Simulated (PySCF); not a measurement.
C₃H₈O₄Si.
Numbering: `[CH3:1][O:2][SiH2:3][O:4][CH2:5][C:6](=[O:7])[OH:8]` (hydrogens: H9, H10, H11 on C1; H12, H13 on Si3; H14, H15 on C5; H16 on O8)

The same species was optimised twice, with GFN2-xTB and with PBE0-D3(BJ)/def2-SVP (PySCF), and the same property calculations (PySCF, gas phase) were run on both structures.

| coordinate | GFN2-xTB | PBE0-D3(BJ)/def2-SVP | change |
| --- | --- | --- | --- |
| Si3–O4 (Å) | 1.623 | 1.669 | +0.046 |
| O2–Si3 (Å) | 1.622 | 1.663 | +0.041 |
| C1–O2 (Å) | 1.387 | 1.394 | +0.007 |
| C6=O7 (Å) | 1.199 | 1.205 | +0.006 |
| C6–O8 (Å) | 1.333 | 1.328 | -0.005 |
| O4–C5 (Å) | 1.369 | 1.372 | +0.003 |
| C5–C6 (Å) | 1.507 | 1.507 | 0.000 |
| O2–Si3–O4 (°) | 95.0 | 99.8 | +4.8 |
| Si3–O4–C5 (°) | 129.6 | 132.7 | +3.1 |
| C1–O2–Si3 (°) | 124.9 | 123.1 | -1.8 |
| C5–C6–O7 (°) | 124.7 | 122.9 | -1.8 |
| O4–C5–C6 (°) | 113.9 | 112.7 | -1.2 |
| C5–C6–O8 (°) | 112.1 | 113.3 | +1.2 |
| O7–C6–O8 (°) | 123.2 | 123.9 | +0.7 |
| C1–O2–Si3–O4 (°) | -179 | 178 | -3 |
| O2–Si3–O4–C5 (°) | 179 | 179 | 0 |
| Si3–O4–C5–C6 (°) | 1 | 3 | +2 |
| O4–C5–C6–O7 (°) | 1 | -1 | -2 |

Rotational constants: A = 6262, B = 789.1, C = 713.1 MHz (GFN2-xTB) against A = 6217, B = 760.4, C = 689.2 MHz (PBE0-D3(BJ)/def2-SVP).

On the GFN2-xTB structure: isotropic polarisability (au) 75.1 [wB97X-D/def2-SVPD]; HOMO (eV) -9.61 [wB97X-D/def2-SVPD]; LUMO (eV) 1.44 [wB97X-D/def2-SVPD]; dipole (D) 2.39 [wB97X-D/def2-SVPD].

What do these properties become on the PBE0-D3(BJ)/def2-SVP structure?

```
                                    property              level  on GFN2-xTB  on PBE0-D3(BJ)/def2-SVP  change
               isotropic polarisability (au)  wB97X-D/def2-SVPD         75.1                     77.0    +1.9
                                   HOMO (eV)  wB97X-D/def2-SVPD        -9.61                    -9.61    0.00
                                   LUMO (eV)  wB97X-D/def2-SVPD         1.44                     1.42   -0.02
                                  dipole (D)  wB97X-D/def2-SVPD         2.39                     2.51   +0.12
energy, GFN2-xTB geometry as zero (kcal/mol)  wB97X-D/def2-SVPD          0.0                     -3.9    -3.9
```

The heavy atoms differ by 0.069 Å rms after alignment. Among bonds between heavy atoms Si3–O4 changes most (+0.046 Å). Changes are differences of the printed values. Neither structure is proved a minimum here.

Note: wB97X-D ran without an empirical dispersion term, which enters the total energy and its gradient alone.
